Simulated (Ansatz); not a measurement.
Cartesian coordinates in Å:
```
Si -0.9744 0.7053 -1.2762
Si -1.3640 0.3024 0.9744
Si 0.6435 -0.9360 0.9058
Si 1.2373 0.0153 -1.1705
H -1.5867 1.7400 -2.1573
H -2.6074 -0.4371 1.3250
H -1.2752 1.5030 1.8547
H 0.3883 -2.3989 0.7923
H 1.5940 -0.6960 2.0262
H 2.2358 1.1155 -1.0405
H 1.7088 -0.9136 -2.2339
```

Total charge 0; spin multiplicity 2.

Q: List the CAM-B3LYP/def2-TZVPP orbital energies in eV (Ansatz). (Estimate.)

A: Computed: α occupied: -1801.05, -1800.92, -1800.92, -1800.85, -145.64, -145.52, -145.52, -145.46, -101.10, -100.91, -100.91, -100.85, -100.85, -100.83, -100.83, -100.82, -100.82, -100.78, -100.77, -100.77, -18.67, -16.28, -15.98, -14.47, -12.04, -11.95, -11.33, -10.96, -9.36, -9.32, -8.75, -7.10. α empty: 0.26, 0.52, 0.58, 1.13, 1.71, 2.16, 2.55, 2.55. β occupied: -1800.96, -1800.92, -1800.92, -1800.85, -145.54, -145.52, -145.52, -145.46, -100.86, -100.86, -100.84, -100.84, -100.83, -100.83, -100.82, -100.82, -100.81, -100.78, -100.77, -100.77, -18.45, -16.24, -15.70, -14.21, -11.92, -11.83, -11.21, -10.87, -9.24, -9.20, -8.69. β empty: -1.94, 0.44, 0.63, 0.82, 1.17, 1.88, 2.36, 2.64. ⟨S²⟩ = 0.756.
